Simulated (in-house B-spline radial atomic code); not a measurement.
Ionising Br4+ with different functionals

Computed with a B-spline radial code for spherical atoms: four-component Dirac-Coulomb Hamiltonian, Fermi nucleus of rms radius 4.1629 fm, spin-restricted, spherical fractional occupations for the functionals, and exact exchange of hybrids averaged over the configuration. The ionisation energy is the difference of two self-consistent energies, [Ar] 3d10 4s2 4p1 → [Ar] 3d10 4s2, without Breit or QED terms; ε is the level of the shell that loses the electron (mean over j). The electron is taken from both j subshells in proportion to 2j + 1, so the result is a j average, not the step between ground levels.

```json
{"method": "PBE0", "rung": "global hybrid", "ΔSCF (eV)": "58.88", "-ε(4p) (eV)": "54.12"}
{"method": "HSE06", "rung": "range-separated hybrid", "ΔSCF (eV)": "58.98", "-ε(4p) (eV)": "53.77"}
{"method": "LC-wPBE", "rung": "range-separated hybrid", "ΔSCF (eV)": "59.06", "-ε(4p) (eV)": "57.24"}
{"method": "CAM-B3LYP", "rung": "range-separated hybrid", "ΔSCF (eV)": "59.19", "-ε(4p) (eV)": "55.84"}
```

Among the functionals, which spreads more, the ΔSCF values or the orbital energies?

The orbital energies: ΔSCF values span about 0.31 eV and the orbital energies 3.48 eV; here energy differences depend much less on the functional than eigenvalues do.

How do they compare with the NIST value?

NIST lists 59.59 eV ± 0.025 (measured, ground level to ground level). Errors run from -0.72 to -0.41 eV; CAM-B3LYP is closest (-0.41 eV), but part of that can be cancellation, since the calculations leave out Breit-QED terms, spin polarisation, the choice among j levels, multiplet and fine-structure energies.
